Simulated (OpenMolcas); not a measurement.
How basis sets differ on GeH3O (SMILES [O][GeH3])

GeH3O has 5 atoms, charge 0, and is taken as a doublet. As SMILES, `[O][GeH3]`. Geometry: relaxed at PBE0-D4/def2-TZVP.

Each level gives the dipole moment (D). The values are calculated.

```
                         level          kind     program  value (D)
           ROHF/ANO-R0 (sfX2C)  Hartree–Fock  OpenMolcas       0.91
        ROHF/ANO-RCC-MB (DKH2)  Hartree–Fock  OpenMolcas       2.06
         UHF/ANO-RCC-MB (DKH2)  Hartree–Fock  OpenMolcas       2.05
                    UHF/STO-3G  Hartree–Fock  OpenMolcas       1.39
                     UHF/3-21G  Hartree–Fock  OpenMolcas       2.25
ROHF/ANO-S-VDZP (RICD fitting)  Hartree–Fock  OpenMolcas       2.37
                 UHF/def2-TZVP  Hartree–Fock  OpenMolcas       2.11
```

All-electron rows without a relativistic Hamiltonian named are non-relativistic. The values span 0.91 to 2.37 D. Magnitudes only. Sets without polarisation functions give poor dipoles.
